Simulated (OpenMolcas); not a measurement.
## Kr4+: Slater's ratio, the spin-orbit constant, worked from levels

```yaml
Program: OpenMolcas
Basis: ANO-RCC-VQZP [7s6p4d2f1g]
Scalar_Hamiltonian: DKH3, point nucleus
Active_space: 2 electrons in 3 orbitals (4p)
State_averaging: 2S+1 = 3 even, 3 roots; 2S+1 = 1 even, 6 roots
Spin-orbit_coupling: RASSI with atomic mean-field integrals over the reference wave functions, term energies averaged over their components
```

Methods: CASSCF; SS-CASPT2, IPEA 0.25 Eh, imaginary shift 0.1 Eh (closed shells correlated: 3d 4s). Measured levels: Saloman, J. Phys. Chem. Ref. Data 36, 215 (2007).

**Slater's ratio.** With one set of orbitals, p2 has 1D - 3P = 6 F2 and 1S - 1D = 9 F2 (F2 = F²/25), a ratio of 3/2. Term energies are centres of gravity, weighted by 2J + 1.

```
   Source  1D - 3P  1S - 3P  F2 from the first  Ratio
   CASSCF    16984    40677               2831  1.395
SS-CASPT2    14143    34088               2357  1.410
 measured    14256    33737               2376  1.367
```

Energies in cm-1. A ratio away from 3/2 shows effects beyond one configuration with one set of orbitals, and in heavier atoms second-order spin-orbit shifts.

**The spin-orbit constant.** For the Hund term 3P of p2, E(J) = (A/2) J(J+1) + constant and ζ = 2S·A = 2A. From J = 0 to J = 2 the energy changes by 3 A.

```csv
Source,E(2) - E(0),A,ζ
CASSCF,6965.5,2321.8,4644
SS-CASPT2,6938.5,2312.8,4626
measured,7595.3,2531.8,5064
```

All in cm-1. SS-CASPT2 is off by -8.6 % and CASSCF by -8.3 %. Both methods take the spin-orbit matrix elements from the reference wave functions, so the second can move ζ only through the term energies and any multistate remixing. Second-order mixing with other terms is absorbed into this ζ.

CASPT2 breaks the degeneracy within a term, and the mean is taken; among the terms shown or strongly mixed into the levels shown the widest spread is 100 cm-1 (4s2 4p2 1D, SS-CASPT2). With the s shell closed, the reference lacks s² → p² mixing. Computed and measured levels are paired by configuration, term and J; levels that our copy of the source lacks, or whose pairing is in doubt (as where it misses far off the trend of its configuration), stay unpaired and out of the deviations. Levels of configurations outside the active space are missing.
